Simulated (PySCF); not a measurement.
Property card for `O1[SiH2]O[SiH2]O[SiH2]O[SiH2]1`

Compound: H8O4Si4.
Structure used (PBE0-D3(BJ)/def2-SVP), in Å, numbered top down from 1:
```
atom  x, y, z in Å
O1    -0.588   -1.744    0.543
Si2    0.963   -1.739    1.094
O3     1.802   -0.475    0.452
Si4    2.031    0.981   -0.281
O5     0.587    1.717   -0.575
Si6   -1.046    1.908   -0.662
O7    -1.809    0.467   -0.438
Si8   -1.954   -1.150   -0.160
H9     1.618   -3.002    0.669
H10    0.946   -1.603    2.575
H11    2.725    0.758   -1.576
H12    2.829    1.849    0.623
H13   -1.389    2.426   -2.012
H14   -1.478    2.846    0.407
H15   -2.163   -1.846   -1.458
H16   -3.097   -1.366    0.764
```

Some functional groups and rings: Si–H bond and siloxane link.

**PBE0-D3(BJ)/def2-SVP geometry optimisation, gas phase (PySCF)**

- Rotational constants A, B, C: 1.098, 1.095, 0.572 GHz

**wB97X-D/def2-SVPD ground state, ΔSCF and vertical TDDFT (core frozen in the response) (PySCF)**

- Dipole moment: 0.04 D
- HOMO energy: -10.19 eV
- LUMO energy: 1.72 eV
- HOMO–LUMO gap: 11.91 eV
- Lowest singlet excitation: 7.74 eV (160 nm, f = 0.045)
- Strongest line among the 10 lowest singlet transitions: S9 at 8.57 eV (145 nm, f = 0.202)
- Lowest triplet excitation (Tamm–Dancoff): 7.55 eV
- Static isotropic polarisability: 104.3 au
- Vertical ionisation energy: 10.37 eV
- Electronic spatial extent ⟨r²⟩ about the centre of nuclear charge: 1941 bohr²

From CAM-B3LYP/pcSseg-1 ground state and GIAO shieldings, non-relativistic (PySCF):

- 1H chemical shifts (computed TMS as zero) by class: 4.99 (H9/H10/H11/H12/H13/H14/H15/H16) ppm
- Isotropic shieldings of nuclei other than C and H, by class: 246 (O1/O3/O5/O7), 396 (Si2/Si4/Si6/Si8) ppm

Monoisotopic mass from the formula: 183.9500 u.

No computed singlet falls in the visible range (750 to 380 nm, 1.65 to 3.26 eV); S1 lies 4.48 eV above its blue end. The principal polarisabilities are 93.5, 109.8 and 109.8 au; their mean is the isotropic value. S1 lies 4.17 eV below the HOMO–LUMO gap; its leading configuration is HOMO→LUMO, weight 0.62. In wavenumbers S1 is 62500 cm⁻¹ (1 eV = 8065.54 cm⁻¹).

For the NMR shielding job (CAM-B3LYP/pcSseg-1), hardware: one thread, Arm Neoverse V2, no GPU, shared host. Cost: 45 s wall.

One conformer stands for the species.
